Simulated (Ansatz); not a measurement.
Ti(OH)4 (TiO₄H₄), 9 atoms. Hardware: 4 threads of Arm Neoverse V2 on a shared host.

The 6-31G sets use Cartesian d functions. Correlated methods freeze 9 core orbitals; core or outer-core shells of Ti are correlated, in sets that lack core-valence functions.

(1) How many basis functions does each of these Ansatz runs have, and roughly what does it cost? PBE0-D4/def2-SVP, charge 0 singlet, energy with a search over starts; CCSD(T)/def2-TZVP, charge 0 singlet, energy, from earlier orbitals; PBE0-D4/def2-SVP, charge -1 doublet at the geometry of the charge 0 singlet, energy with a search over starts; B3LYP-D4/6-31G, charge 0 singlet, energy; r2SCAN0-D4/def2-TZVP, charge 0 singlet, energy, from earlier orbitals; PBE-D4/def2-SVP, charge 0 singlet, energy, from earlier orbitals; PBE-D4/def2-TZVP, charge 1 doublet at the geometry of the charge 0 singlet, energy, from earlier orbitals; PBE-D4/def2-SVP, charge 0 singlet, relaxation, 9 steps; B97M-V/def2-TZVP, charge 0 singlet, energy, from earlier orbitals; PBE0-D4/def2-TZVPD, charge 0 singlet, energy, from earlier orbitals; PBE0-D4/def2-TZVP, charge 0 singlet, energy and forces, from earlier orbitals; PBE0-D4/def2-SVP, charge 0 singlet, energy, from earlier orbitals.

Results:

(1) Other jobs shared the machine, so times can vary by a factor of up to 3. A dash marks memory too small to be measured apart from the calling script's.

```tsv
run	functions	fitting or Cholesky vectors	wall time	peak host memory (GiB)
PBE-D4/def2-SVP, charge 0 singlet, energy, from earlier orbitals	107	1184	0.85 s	–
B3LYP-D4/6-31G, charge 0 singlet, energy	73	832	1.1 s	–
PBE0-D4/def2-SVP, charge 0 singlet, energy, from earlier orbitals	107	1070	1.2 s	–
PBE0-D4/def2-SVP, charge 0 singlet, energy with a search over starts	107	1070	1.6 s	–
PBE0-D4/def2-TZVP, charge 0 singlet, energy and forces, from earlier orbitals	193	1246	3 s	–
PBE0-D4/def2-TZVPD, charge 0 singlet, energy, from earlier orbitals	244	1430	3.5 s	0.67
r2SCAN0-D4/def2-TZVP, charge 0 singlet, energy, from earlier orbitals	193	1246	3.6 s	–
B97M-V/def2-TZVP, charge 0 singlet, energy, from earlier orbitals	193	1193	6.5 s	–
PBE0-D4/def2-SVP, charge -1 doublet at the geometry of the charge 0 singlet, energy with a search over starts	107	1070	8 s	–
PBE-D4/def2-TZVP, charge 1 doublet at the geometry of the charge 0 singlet, energy, from earlier orbitals	193	1193	8.5 s	–
PBE-D4/def2-SVP, charge 0 singlet, relaxation, 9 steps	107	1184	11 s	–
CCSD(T)/def2-TZVP, charge 0 singlet, energy, from earlier orbitals	193	1430	96 s	2.7
```
